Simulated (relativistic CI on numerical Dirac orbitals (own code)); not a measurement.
## Hyperfine structure of Mo²¹⁺, mass number 95

Method of calculation: Dirac-Coulomb-Breit CI, KLI orbitals optimised for each configuration, model QED (radiative potential, 1s self-energy scaled to tabulated hydrogen-like ionisation energies), unscaled Slater integrals (own radial code, finite nucleus).

CI space (outside the closed core [Ne]): 3s2 3p6 3d3, 3s2 3p5 3d4, 3s 3p6 3d4, 3s2 3p6 3d2 4s, 3s2 3p6 3d2 4p, 3s2 3p6 3d2 4d, 3s2 3p6 3d2 4f, 3s2 3p5 3d3 4s, 3s2 3p5 3d3 4p, 3s2 3p6 3d 4s 4p, 3s2 3p6 3d2 5s, 3s 3p6 3d3 4s, 3p6 3d5, 3p5 3d6, 3s2 3p6 3d 4s2, 3s2 3p6 4s2 4p, 3s2 3p6 4s2 4d, 3s2 3p6 4s2 4f. Double excitations out of closed p, d and f shells are left out; levels of such configurations are missing from the list, as are those of other unlisted configurations, and high levels can miss mixing partners. These lack a partner that the ground configuration has and come out too high: 3s2 3p5 3d3 4s, 3s2 3p5 3d3 4p.

Nuclear spin I = 5/2, μ = -0.9132 μN, Q = -0.022 b (tables of Stone and Pyykkö). The electronic factors are computed for point nuclear moments, without core polarisation or the Bohr-Weisskopf and QED corrections.

```tsv
Level	E (cm⁻¹)	A (MHz)	B (MHz)
3s2 3p6 3d3 4F_3/2	0.0	-4039	70.5
3s2 3p6 3d3 4F_5/2	16469.1	-2528	59.5
3s2 3p6 3d3 4F_7/2	32132.9	-2219	64.3
3s2 3p6 3d3 4F_9/2	45270.9	-2306	63.8
3s2 3p6 3d3 4P_3/2	62657.3	-2396	106
3s2 3p6 3d3 4P_1/2	68826.9	1565	
3s2 3p6 3d3 2G_7/2	83646.8	-2833	-87.8
3s2 3p6 3d3 2H_9/2	87330.1	-2629	-198
```

Levels with J = 0, under 50 % of one LS term, or S terms without an open s electron are left out. Small factors come from cancelling terms and can be off by tens of per cent or more.

At this charge energies of transitions that change n are usually good to better than 1 %, and those within a shell (Δn = 0) to a few per cent. Terms inside the open d or f shell come out 10 to 20 % too wide with unscaled integrals.

**Question.** Give the hyperfine levels of 3s2 3p6 3d3 4F_3/2 relative to its centre of gravity.

**Answer.** With K = F(F + 1) − I(I + 1) − J(J + 1), E = AK/2 + B[¾K(K + 1) − I(I + 1)J(J + 1)]/[2I(2I − 1)J(2J − 1)]: F = 1: 21250, F = 2: 13120, F = 3: 971, F = 4: -15130 MHz.

LS names give the leading component of a level, which can be under half, so a name can repeat, a term be missing and a line seem to break the LS rules.
